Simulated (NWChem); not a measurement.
# BH₂Br; SMILES BBr

```xyz
4

B      0.0000     0.0000    -1.5488
H      0.0000     1.0610    -2.1138
H      0.0000    -1.0610    -2.1138
Br     0.0000     0.0000     0.3420
```
Atoms are numbered in this order, from 1.

All runs use the structure optimised with PBE0/def2-SVP.

Symmetry labels are those of C2v in the frame above (b1 and b2, or b-type labels, depend on it).

### Question
List the 4 lowest vertical singlet excitations from PBE/def2-SVPD, TDA (NWChem).

### Answer
| state | energy (eV) | oscillator strength | symmetry | leading excitation (squared amplitude) |
|---|---|---|---|---|
| S1 | 4.04 | 0.000 | a2 | HOMO → LUMO (1.00) |
| S2 | 6.25 | 0.149 | a1 | HOMO−1 → LUMO (0.91) |
| S3 | 6.57 | 0.002 | b1 | HOMO−2 → LUMO (0.99) |
| S4 | 6.71 | 0.000 | a2 | HOMO−3 → LUMO (1.00) |
